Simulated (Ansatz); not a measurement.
C₂H₄AlNS, SMILES `[NH2][Al]1[CH]=[C]1S`. Charge 0, multiplicity 1. Geometry: relaxed with PBE0-D4/def2-TZVP. It is one conformer, not always the lowest.

```xyz
9

N    -0.208   -1.971    1.266
Al    0.242   -0.588    0.285
C     1.261    0.561   -0.727
C    -0.031    1.021   -0.613
S    -0.694    2.468   -1.294
H    -1.127   -2.131    1.644
H     0.417   -2.714    1.529
H     2.086    1.025   -1.262
H    -1.945    2.330   -0.828
```

Question: What is the dipole moment at PBE/def2-TZVPP? (An estimate is asked.)

Answer: The calculation gave: 3.30 D, with components (-0.98, -2.54, 1.85) D in this frame, pointing from negative to positive charge.

Question: And with r2SCAN, B3LYP, ωB97M-V? (An estimate is asked.)

Answer: Computed: r2SCAN 3.45 D, B3LYP 3.43 D, ωB97M-V 3.50 D.

Question: Give the Mulliken charges with PBE, ωB97M-V, B3LYP in def2-TZVPP. (Estimate.)

Answer: Computed: 
| atom | PBE | ωB97M-V | B3LYP |
| --- | --- | --- | --- |
| N1 | -0.38 | -0.35 | -0.39 |
| Al2 | 0.31 | 0.46 | 0.40 |
| C3 | -0.23 | -0.30 | -0.27 |
| C4 | -0.07 | -0.15 | -0.10 |
| S5 | -0.12 | -0.09 | -0.11 |
| H6 | 0.15 | 0.11 | 0.14 |
| H7 | 0.15 | 0.11 | 0.14 |
| H8 | 0.08 | 0.10 | 0.09 |
| H9 | 0.11 | 0.11 | 0.10 |

B3LYP here is the variant with VWN-RPA as its local correlation; programs differ in this.
